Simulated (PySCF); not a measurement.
MnF2, SMILES [F][Mn][F] (connectivity only; charge and spin as stated), neutral, multiplicity 6. Atoms are numbered in the order given.

```xyz
3

Mn     0.0000     0.0000     0.0000
F      0.0000     0.0000    -1.7976
F      0.0000     0.0000     1.7976
```
Charge 0, spin multiplicity 6.

Coordinates come from a B3LYP-D3(BJ)/def2-TZVP optimisation. The spin state was assumed, not searched. The isomer is the one that the SMILES or the coordinates give; other isomers of the formula were not compared.

Computed with ωB97X/def2-TZVPD in PySCF.

Mulliken values depend strongly on the basis, most of all with diffuse functions as here. ESP charges are fitted to the potential on shells at 1.4 to 2.0 van der Waals radii. Atomic charges (e):

```tsv
atom	Mulliken	meta-Löwdin	ESP fit	Mulliken spin
Mn1	1.30	1.44	1.06	4.82
F2	-0.65	-0.72	-0.53	0.09
F3	-0.65	-0.72	-0.53	0.09
```
